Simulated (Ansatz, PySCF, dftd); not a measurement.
Species: BeCl, charge 0, doublet. BeCl (SMILES [Be][Cl], doublet).
B3LYP-D3(BJ)/def2-TZVP minimum from Ansatz (a first-principles code):
```
Be
Cl 1 1.8163
```
Charge 0, spin multiplicity 2.

Wanted: enthalpy of formation at 298 K (by atomisation, with ideal-gas terms from PySCF's Hessian at B3LYP-D3(BJ)/def2-TZVP and the atoms' measured values of the G2/97 table; no spin-orbit terms), in kJ/mol. UHF or UKS for unpaired electrons; spin-orbit terms are left out. Correlated methods leave the cores frozen. No relativity. CBS(X,Y): correlation extrapolated as X^-3, Hartree-Fock from the larger set. A bracket is a step between two methods taken in the basis named. Double hybrids freeze cores in their MP2 part. Full CI freezes restricted core orbitals, also for open shells; the composite that ends in it estimates full CI at the basis-set limit. For partners of very few electrons the exact lower level stands in for a higher one. The restricted determinant of Be ([Be], singlet) is unstable towards broken spin symmetry in at least one set run. The spin of BeCl ([Be][Cl], doublet) was assumed, and the state is the lowest solution found for it.

```csv
level,program,enthalpy of formation at 298 K (kJ/mol),difference against the last row
r2SCAN/def2-TZVPD,Ansatz,19.4,-41.2
B3LYP-D3(BJ)/def2-TZVPD,Ansatz + dftd3,49.6,-11.0
B2PLYP/def2-TZVPD,Ansatz,57.0,-3.6
B2GP-PLYP-D4/def2-TZVPD,Ansatz + dftd4,54.5,-6.1
CCSDT(Q)/def2-TZVPP,Ansatz,97.8,37.2
"CCSD(T)/CBS(def2-TZVPP,def2-QZVPP) + [CCSDT(Q) - CCSD(T)]/def2-TZVPP + [CCSDTQ - CCSDT(Q)]/def2-SVP",Ansatz,60.5,-0.1
"CCSD(T)/CBS(def2-TZVPP,def2-QZVPP) + [CCSDT(Q) - CCSD(T)]/def2-QZVPP + [FCI - CCSDT(Q)]/def2-SVP",Ansatz,60.6,0.0
```
